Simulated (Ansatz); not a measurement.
A nudged elastic band was laid between two geometries of FGeH3INO (8 atoms, charge 0, multiplicity 1).

These are results of RKS B3LYP/def2-SVP (Ansatz 0.2.0), not measurements.

```yaml
movable_images: 7
climbing_image: yes
spring: 5.0 eV/Å²
optimiser: quadratic models (default)
start_path: IDPP
force_threshold: 0.05 eV/Å
iteration_limit: 35
end_points: relaxed
```

Initial state:

```xyz
8
Properties=species:S:1:pos:R:3
N -1.032 0.790 0.706
Ge 0.045 -0.256 -0.298
O 0.997 -1.223 0.824
F -1.001 -1.273 -1.243
I 1.585 0.832 -2.010
H -0.548 1.383 1.377
H -1.713 1.336 0.182
H 1.760 -1.644 0.405
```

Final state:

```xyz
8
Properties=species:S:1:pos:R:3
N -0.870 0.580 0.820
Ge 0.203 -0.142 -0.460
O 1.377 -1.248 0.252
F -0.909 -1.034 -1.460
I 1.534 1.391 -1.952
H -0.436 1.309 1.385
H -1.761 0.919 0.460
H 0.953 -1.833 0.899
```

Task: Which bonds break or form, and what moves?

Result: No bond is made or broken. The dihedral I5–Ge2–O3–H8 goes from -35 to 176°.

Task: What energy profile does the band end with?

Result: The forces met the threshold. The highest image is number 5 of 0 to 8, 0.046 eV above the first end and 0.013 eV above the last; the last end lies 0.032 eV above the first. A vibrational analysis at the climbing image gives one clearly imaginary mode, 134i cm⁻¹: a first-order saddle point.

```tsv
image	path coordinate (Å)	energy (eV)	dihedral I5–Ge2–O3–H8 (°)
0	0.00	0.000	-35
1	0.37	0.004	-44
2	0.74	0.006	-60
3	1.11	0.014	-90
4	1.48	0.035	-114
5	1.85	0.046	-141
6	2.10	0.042	-157
7	2.35	0.035	-172
8	2.60	0.032	176
```

Task: What is the geometry of the highest image?

Result: 
```xyz
8
Properties=species:S:1:pos:R:3
N -1.000 0.532 0.816
Ge 0.169 -0.112 -0.416
O 1.468 -0.987 0.398
F -0.725 -1.252 -1.381
I 1.211 1.546 -2.013
H -0.545 1.008 1.594
H -1.735 1.131 0.439
H 1.249 -1.924 0.509
```

Task: What are the harmonic wavenumbers there?

Result: 134i, 136, 153, 175, 198, 235, 264, 288, 559, 689, 729, 740, 886, 907, 1538, 3522, 3619, 3815 cm⁻¹.

Run time: 5.8 min on 2 threads of Intel(R) Xeon(R) Platinum 8488C (Sapphire Rapids) (shared host), peak memory 0.36 GiB.
